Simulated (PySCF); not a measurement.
C$_{4}$HCoO$_{4}$, charge +1, doublet, at a GFN2-xTB geometry (such geometries of metal compounds can be far from the true shape) (the multiplicity is a formal guess); DF-PBE/3-21G run with PySCF.

PySCF was given this input:
```python
from pyscf import gto, scf, dft

mol = gto.M(
    atom='''
Co    0.321360   -0.038812    0.094866
O     1.666022   -0.150988   -2.509055
C     1.139702   -0.108010   -1.520054
O     0.110033    0.399324    2.987008
C     0.177010    0.232468    1.880366
O    -1.315459    2.335405   -0.606260
C    -0.717299    1.424968   -0.345754
O    -1.514291   -2.397203   -0.188682
C    -0.880139   -1.478257   -0.101160
H     1.437200   -0.871397    0.494137
''',
    basis='3-21g',
    charge=1,
    spin=1,
    verbose=4,
)

mf = dft.UKS(mol)
mf.xc = 'pbe'
mf = mf.density_fit(auxbasis='def2-universal-jkfit')
mf.kernel()
```

The log (banner, timings and long lists left out):

```
PySCF version 2.14.0

[INPUT] verbose = 4
[INPUT] num. atoms = 10
[INPUT] num. electrons = 83
[INPUT] charge = 1
[INPUT] spin (= nelec alpha-beta = 2S) = 1
[INPUT] symmetry False subgroup None
[INPUT] Mole.unit = angstrom
[INPUT] Symbol           X                Y                Z      unit          X                Y                Z       unit  Magmom
[INPUT]  1 Co     0.321360000000  -0.038812000000   0.094866000000 AA    0.607282387390  -0.073344050347   0.179270758533 Bohr   0.0
[INPUT]  2 O      1.666022000000  -0.150988000000  -2.509055000000 AA    3.148325297500  -0.285325968096  -4.741426781471 Bohr   0.0
[INPUT]  3 C      1.139702000000  -0.108010000000  -1.520054000000 AA    2.153724643619  -0.204109318714  -2.872485754550 Bohr   0.0
[INPUT]  4 O      0.110033000000   0.399324000000   2.987008000000 AA    0.207932234664   0.754612994966   5.644627051885 Bohr   0.0
[INPUT]  5 C      0.177010000000   0.232468000000   1.880366000000 AA    0.334500421309   0.439300852725   3.553376753944 Bohr   0.0
[INPUT]  6 O     -1.315459000000   2.335405000000  -0.606260000000 AA   -2.485857238094   4.413275839940  -1.145665360279 Bohr   0.0
[INPUT]  7 C     -0.717299000000   1.424968000000  -0.345754000000 AA   -1.355498659424   2.692799256269  -0.653380366473 Bohr   0.0
[INPUT]  8 O     -1.514291000000  -2.397203000000  -0.188682000000 AA   -2.861595262894  -4.530057134986  -0.356557304635 Bohr   0.0
[INPUT]  9 C     -0.880139000000  -1.478257000000  -0.101160000000 AA   -1.663221661549  -2.793500871721  -0.191164694761 Bohr   0.0
[INPUT] 10 H      1.437200000000  -0.871397000000   0.494137000000 AA    2.715914386225  -1.646701675768   0.933783598014 Bohr   0.0

nuclear repulsion = 614.390246201863
number of shells = 53
number of NR pGTOs = 177
number of NR cGTOs = 101
basis = 3-21g
ecp = {}

******** <class 'pyscf.df.df_jk.DFUKS'> ********
method = DFUKS
initial guess = minao
damping factor = 0
level_shift factor = 0
DIIS = <class 'pyscf.scf.diis.CDIIS'>
diis_start_cycle = 1
diis_space = 8
diis_damp = 0
SCF conv_tol = 1e-09
SCF conv_tol_grad = None
SCF max_cycles = 50
direct_scf = False
number electrons alpha = 42  beta = 41
XC library pyscf.dft.libxc version 7.1.2
    S. Lehtola, C. Steigemann, M. J. T. Oliveira, and M. A. L. Marques,  SoftwareX 7, 1–5 (2018)
XC functionals = pbe
    J. P. Perdew, K. Burke, and M. Ernzerhof,  Phys. Rev. Lett. 77, 3865 (1996)
    J. P. Perdew, K. Burke, and M. Ernzerhof,  Phys. Rev. Lett. 78, 1396 (1997)
    J. P. Perdew, K. Burke, and M. Ernzerhof,  Phys. Rev. Lett. 77, 3865 (1996)
    J. P. Perdew, K. Burke, and M. Ernzerhof,  Phys. Rev. Lett. 78, 1396 (1997)
radial grids:
    Treutler-Ahlrichs [JCP 102, 346 (1995); DOI:10.1063/1.469408] (M4) radial grids

becke partition: Becke, JCP 88, 2547 (1988); DOI:10.1063/1.454033
pruning grids: <function nwchem_prune>
grids dens level: 3
symmetrized grids: False
atomic radii adjust function: <function treutler_atomic_radii_adjust>
small_rho_cutoff = 0
Set gradient conv threshold to 3.16228e-05
tot grids = 143512
init E= -1826.19276517233

cycle= 1 E= -1809.01670703734  delta_E= 17.2  |g|= 4.05  |ddm|= 3.93
cycle= 2 E= -1709.80874669436  delta_E= 99.2  |g|= 11.9  |ddm|= 34.1
cycle= 3 E= -1806.65161444371  delta_E= -96.8  |g|= 7.63  |ddm|= 28.9
cycle= 4 E= -1811.67085812623  delta_E= -5.02  |g|= 6.35  |ddm|= 3.31
cycle= 5 E= -1800.72968504488  delta_E= 10.9  |g|= 6.81  |ddm|= 4.16
cycle= 6 E= -1818.32617484414  delta_E= -17.6  |g|= 5.07  |ddm|= 4.11
cycle= 7 E= -1813.29016168164  delta_E= 5.04  |g|= 5.58  |ddm|= 2.77
cycle= 8 E= -1819.65794937606  delta_E= -6.37  |g|= 4.49  |ddm|= 2.42

cycle= 9 E= -1816.88552043068  delta_E= 2.77  |g|= 4.87  |ddm|= 2.24
cycle= 10 E= -1739.94163274245  delta_E= 76.9  |g|= 10.2  |ddm|= 9.81
cycle= 11 E= -1813.94001660397  delta_E=  -74  |g|= 4.77  |ddm|= 9.09
cycle= 12 E= -1818.33349532607  delta_E= -4.39  |g|= 4.69  |ddm|= 4.23

cycle= 13 E= -1808.06637109457  delta_E= 10.3  |g|=  5.9  |ddm|= 2.78
cycle= 14 E= -1820.14695982786  delta_E= -12.1  |g|= 4.23  |ddm|= 2.88
cycle= 15 E= -1808.43872918657  delta_E= 11.7  |g|= 5.02  |ddm|= 3.07
cycle= 16 E= -1807.65298436728  delta_E= 0.786  |g|= 4.96  |ddm|= 3.65
cycle= 17 E= -1821.44842096394  delta_E= -13.8  |g|= 3.75  |ddm|= 2.97
cycle= 18 E= -1814.36981266753  delta_E= 7.08  |g|= 4.72  |ddm|= 2.68
cycle= 19 E= -1820.09278037389  delta_E= -5.72  |g|=    4  |ddm|= 1.69
cycle= 20 E= -1791.97302383643  delta_E= 28.1  |g|= 7.93  |ddm|= 6.81
cycle= 21 E= -1810.16221606212  delta_E= -18.2  |g|= 4.87  |ddm|= 5.92
cycle= 22 E= -1813.37071196559  delta_E= -3.21  |g|= 4.59  |ddm|= 4.78
cycle= 23 E= -1818.70507617077  delta_E= -5.33  |g|= 4.41  |ddm|=  2.6
cycle= 24 E= -1818.9588423271  delta_E= -0.254  |g|= 4.35  |ddm|= 0.448
cycle= 25 E= -1820.54624679488  delta_E= -1.59  |g|= 3.84  |ddm|= 1.37
cycle= 26 E= -1819.35724281988  delta_E= 1.19  |g|=  4.3  |ddm|= 1.38
cycle= 27 E= -1810.64560465134  delta_E= 8.71  |g|=  4.9  |ddm|= 2.34
cycle= 28 E= -1819.40612244715  delta_E= -8.76  |g|= 4.24  |ddm|= 2.85
cycle= 29 E= -1818.34732953937  delta_E= 1.06  |g|= 4.12  |ddm|=  2.4
cycle= 30 E= -1786.02917100875  delta_E= 32.3  |g|= 9.67  |ddm|= 8.62
cycle= 31 E= -1807.54019533789  delta_E= -21.5  |g|= 4.21  |ddm|= 6.91
cycle= 32 E= -1804.8684929489  delta_E= 2.67  |g|= 5.57  |ddm|= 5.43
cycle= 33 E= -1808.39987841166  delta_E= -3.53  |g|= 5.34  |ddm|= 1.71
cycle= 34 E= -1816.49815359981  delta_E= -8.1  |g|= 5.06  |ddm|= 2.82
cycle= 35 E= -1807.84439153521  delta_E= 8.65  |g|= 5.37  |ddm|= 2.75
cycle= 36 E= -1810.00660115839  delta_E= -2.16  |g|= 5.45  |ddm|= 1.19
cycle= 37 E= -1817.58109369602  delta_E= -7.57  |g|= 4.95  |ddm|= 2.68
cycle= 38 E= -1807.74185621425  delta_E= 9.84  |g|=  5.7  |ddm|= 3.69

cycle= 39 E= -1806.05106813034  delta_E= 1.69  |g|= 5.59  |ddm|=  2.1
cycle= 40 E= -1720.68832082621  delta_E= 85.4  |g|= 10.5  |ddm|= 13.9
cycle= 41 E= -1815.67941906261  delta_E=  -95  |g|= 4.95  |ddm|= 12.8
cycle= 42 E= -1815.78392745608  delta_E= -0.105  |g|= 4.61  |ddm|=  4.2
cycle= 43 E= -1817.12658097894  delta_E= -1.34  |g|=    4  |ddm|= 2.69
cycle= 44 E= -1821.20887844164  delta_E= -4.08  |g|= 3.69  |ddm|=  2.7
cycle= 45 E= -1819.88025908019  delta_E= 1.33  |g|= 3.93  |ddm|= 2.41
cycle= 46 E= -1813.6544813665  delta_E= 6.23  |g|= 4.67  |ddm|= 2.89
cycle= 47 E= -1818.86017775701  delta_E= -5.21  |g|= 4.17  |ddm|= 1.53
cycle= 48 E= -1823.1041567163  delta_E= -4.24  |g|= 3.03  |ddm|=  1.9
cycle= 49 E= -1821.5400075933  delta_E= 1.56  |g|= 3.48  |ddm|=  1.9

cycle= 50 E= -1802.05824358287  delta_E= 19.5  |g|= 5.14  |ddm|= 5.14
SCF not converged.
SCF energy = -1802.05824358287 after 50 cycles  <S^2> = 0.75222697  2S+1 = 2.0022257
```

Convergence was not reached.
